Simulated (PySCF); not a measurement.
ITl, charge +1, doublet, geometry from GFN2-xTB (such geometries of metal compounds can be far from the true shape) (a state made from the parent by changing its charge; the spin is typed, not shown lowest) (core potentials on I, Tl), with bond 2-1 at 1.6 times its length. Base run: HF/def2-SVP run with PySCF.

Input for PySCF:
```python
from pyscf import gto, scf

mol = gto.Mole()
mol.atom = '''
    Tl   -0.00000000   -0.00000000   -1.39728021
    I     0.00000000    0.00000000    4.25511371
'''
mol.basis = 'def2-svp'
mol.ecp = {'I': 'def2-svp', 'Tl': 'def2-svp'}
mol.charge = 1
mol.spin = 1
mol.verbose = 4
mol.build()

mf = scf.UHF(mol)
mf.kernel()
mf.analyze()
```

The base run was repeated with changes; each row names its change, and settings that it needs were set with it.

```
change                                       ΔE vs base (mEh)  SCF cycles  <S^2>               outcome
-------------------------------------------  ----------------  ----------  -----  --------------------
base                                                    0.000          15  0.756             converged
level_shift = 0.1 (with mf.max_cycle = 100)             0.000          15  0.756             converged
conv_tol = 1e-7                                         0.000          14  0.756             converged
init_guess = atom                                       0.000           8  0.756             converged
conv_tol = 1e-6                                         0.000          14  0.756             converged
conv_tol_grad = 1e-7                                    0.000          18  0.756             converged
conv_tol_grad = 1e-3                                    0.000          15  0.756             converged
solver = newton                                         3.948           -  0.756  another SCF solution
init_guess = huckel                                     3.948           8  0.756  another SCF solution
damp = 0.5; diis_start_cycle = 5                        0.000          12  0.756             converged
init_guess = sap                                        0.000          19  0.756             converged
solver = newton; init_guess = 1e                        3.948           -  0.756  another SCF solution
DIIS = EDIIS                                                -          50      -         not converged
```

A guess, shift, damping, solver or small numerical setting can't move a converged solution much, so rows marked as another SCF solution ended in a different state.

Open shells are given as the SCF converged; they aren't shown to be the lowest states, and a large step between rows can be another state.
